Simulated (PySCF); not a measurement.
CH5AlOS.

```xyz
9

Al     0.9110     0.1384     0.0000
H      2.4700     0.4218     0.0000
O      0.4037    -1.4921     0.0000
C     -0.7900    -2.2266     0.0000
H     -1.7024    -1.5851     0.0000
H     -0.8428    -2.8849     0.8964
H     -0.8428    -2.8849    -0.8964
S     -0.6100     1.7328     0.0000
H      0.3455     2.7056     0.0000
```

Coordinates come from a PBE-D3(BJ)/def2-SVP optimisation. One conformer was computed; it need not be the lowest.

Method: PBE0/pcSseg-1 in PySCF. Non-relativistic, no solvent.

Computed absolute GIAO shielding of each atom: isotropic value and principal components (ppm):
| atom | σ(iso) | σ11 | σ22 | σ33 | span |
|---|---|---|---|---|---|
| Al1 | 396.5 | 368.7 | 373.9 | 446.8 | 78.1 |
| H2 | 26.7 | 22.8 | 24.6 | 32.9 | 10.1 |
| O3 | 273.5 | 165.2 | 312.0 | 343.3 | 178.1 |
| C4 | 127.4 | 97.7 | 105.0 | 179.4 | 81.7 |
| H5 | 27.1 | 22.5 | 26.3 | 32.5 | 10.0 |
| H6 | 27.1 | 23.2 | 24.7 | 33.5 | 10.3 |
| H7 | 27.1 | 23.2 | 24.7 | 33.5 | 10.3 |
| S8 | 696.4 | 653.8 | 689.6 | 745.8 | 92.0 |
| H9 | 30.6 | 24.4 | 26.6 | 41.0 | 16.6 |
